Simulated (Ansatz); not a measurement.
Born–Oppenheimer molecular dynamics of CH7BFN (11 atoms, charge 0, multiplicity 1). It starts at the highest image of a converged band. Of that band: Neighbouring images differ by up to 1.4 eV, so the band resolves the path poorly. A vibrational analysis at the climbing image gives one clearly imaginary mode, 1300i cm⁻¹: a first-order saddle point.

Theory: RKS PBE/6-31G* in Ansatz 0.2.0.

| Item | Value |
| --- | --- |
| ensemble | NVE (velocity Verlet) |
| time step | 0.5 fs |
| steps asked | 200 |
| starting velocities drawn for | 100 K |
| seed | 5018 |

First frame:

```xyz
11
Properties=species:S:1:pos:R:3
B 0.131 0.324 -0.024
H -0.592 -0.342 1.025
F 1.353 -0.289 -0.091
H -0.638 0.232 -0.955
N 0.093 1.735 0.651
H 0.911 1.915 1.242
C -0.378 2.916 -0.072
H -1.302 2.656 -0.612
H -0.609 3.741 0.623
H 0.361 3.275 -0.815
H -0.568 0.644 1.215
```

Question: How far do the bonds stretch over the last three quarters of this one trajectory? (Pairs bonded in most of those frames.)

Answer: 
```
  bond  mean (Å)  spread (Å)  shortest  longest
 B1–F3     1.355       0.013      1.33     1.38
 B1–H4     1.213       0.014      1.18     1.24
 B1–N5     1.415       0.018      1.37     1.45
H2–H11     0.751       0.017      0.73     0.78
 N5–H6     1.025       0.016      1.00     1.05
 N5–C7     1.464       0.025      1.41     1.51
 C7–H8     1.103       0.022      1.07     1.13
 C7–H9     1.107       0.007      1.10     1.12
C7–H10     1.107       0.011      1.09     1.13
```

Mean temperature of the second half: 1349 K. The conserved energy stayed within 0.086 meV per atom of its start (net change 0.02 meV per atom), so the integration is sound. The system heated up, since it started high on the potential surface and ran downhill. A run of 0.1 ps of so small a system gives no equilibrium averages. The orbitals stay closed-shell, which can raise the energy where a bond breaks towards radicals; this wasn't checked here.

Run time: 3.9 min on 1 thread of INTEL(R) XEON(R) PLATINUM 8581C CPU @ 2.30GHz (Emerald Rapids), with other jobs on the host, peak memory 0.12 GiB.
